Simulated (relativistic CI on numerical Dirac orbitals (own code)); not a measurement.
## Pr5+: 5p photoemission

Computed with this model: Dirac-Coulomb-Breit CI, orbitals from a KLI potential per configuration, QED by a radiative potential, valence Slater integrals scaled by 0.9, multiplet model of photoemission in the sudden approximation; configurations [Kr] 4d10 5s2 5p6 → [Kr] 4d10 5s2 5p5; 300 K; Lorentzian 0.42 eV and Gaussian 0.5 eV FWHM. Energies are those of the free ion, without screening or charge transfer. The energies are binding energies and can lie tens of eV above those of solids. S is read from ⟨S²⟩ = S(S + 1).

free ion: ground-state S = 0.00, centroid 82.82 eV. Peaks (eV, height): 81.5 (100), 85.5 (50).

Strongest unbroadened transitions for free ion:

```csv
Energy (eV),Relative strength
81.50,100.0
85.47,50.0
```
